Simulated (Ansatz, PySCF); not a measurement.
C₃H₆OSi, SMILES C=CC(=O)[SiH3]. Atoms are numbered in the order given.

```xyz
11

C     -2.4867     0.0479    -0.1552
C     -1.2652    -0.4130    -0.4432
C     -0.0505     0.2154     0.1682
O     -0.1357     1.1552     0.9377
Si     1.7299    -0.4265    -0.2262
H     -2.5942     0.8923     0.5341
H     -3.3905    -0.3918    -0.5871
H     -1.1160    -1.2553    -1.1277
H      1.7057    -1.5769    -1.1776
H      2.4987     0.7012    -0.8202
H      2.3561    -0.8478     1.0567
```
Charge 0, spin multiplicity 1.

Geometry: ωB97X-D3(BJ)/def2-SVP. The values are those of a single conformer.

Two levels are set side by side: PBE-D3(BJ)/def2-SVP (Ansatz, a program for electronic structure) and ωB97X-D3(BJ)/def2-SVP (PySCF). Each level has its own optimised geometry; the coordinates shown are those of the second. Frequencies come from the Hessian of PySCF at each geometry. Differences are taken from unrounded values.

```json
[
 {"quantity": "mean bond length (Å)", "ωB97X-D3(BJ)": "1.374"},
 {"quantity": "bond C1–C2 (Å)", "ωB97X-D3(BJ)": "1.337"},
 {"quantity": "bond C2–C3 (Å)", "ωB97X-D3(BJ)": "1.498"},
 {"quantity": "bond C3–O4 (Å)", "ωB97X-D3(BJ)": "1.218"},
 {"quantity": "bond C3–Si5 (Å)", "ωB97X-D3(BJ)": "1.933"},
 {"quantity": "bond C1–H6 (Å)", "ωB97X-D3(BJ)": "1.095"},
 {"quantity": "bond C1–H7 (Å)", "ωB97X-D3(BJ)": "1.094"},
 {"quantity": "bond C2–H8 (Å)", "ωB97X-D3(BJ)": "1.096"},
 {"quantity": "bond Si5–H9 (Å)", "ωB97X-D3(BJ)": "1.493"},
 {"quantity": "bond Si5–H10 (Å)", "ωB97X-D3(BJ)": "1.488"},
 {"quantity": "bond Si5–H11 (Å)", "ωB97X-D3(BJ)": "1.488"},
 {"quantity": "highest harmonic wavenumber (cm⁻¹)", "ωB97X-D3(BJ)": "3283"},
 {"quantity": "mean harmonic wavenumber (cm⁻¹)", "ωB97X-D3(BJ)": "1259"},
 {"quantity": "zero-point energy (kcal/mol)", "ωB97X-D3(BJ)": "48.58"}
]
```

### Question
What does PBE-D3(BJ) give, and how far is it from ωB97X-D3(BJ)? (Estimate from the structure and the level; the computed values follow.)

### Answer

| quantity | PBE-D3(BJ) | PBE-D3(BJ) minus ωB97X-D3(BJ) |
|---|---|---|
| mean bond length (Å) | 1.385 | 0.010 |
| bond C1–C2 (Å) | 1.349 | 0.012 |
| bond C2–C3 (Å) | 1.496 | -0.002 |
| bond C3–O4 (Å) | 1.229 | 0.012 |
| bond C3–Si5 (Å) | 1.952 | 0.019 |
| bond C1–H6 (Å) | 1.103 | 0.008 |
| bond C1–H7 (Å) | 1.101 | 0.007 |
| bond C2–H8 (Å) | 1.103 | 0.008 |
| bond Si5–H9 (Å) | 1.507 | 0.014 |
| bond Si5–H10 (Å) | 1.502 | 0.014 |
| bond Si5–H11 (Å) | 1.502 | 0.014 |
| highest harmonic wavenumber (cm⁻¹) | 3183 | -100 |
| mean harmonic wavenumber (cm⁻¹) | 1201 | -58 |
| zero-point energy (kcal/mol) | 46.34 | -2.23 |

Exact exchange shortens and stiffens bonds; PBE has none. Differences between two approximate levels are no errors against the true value.
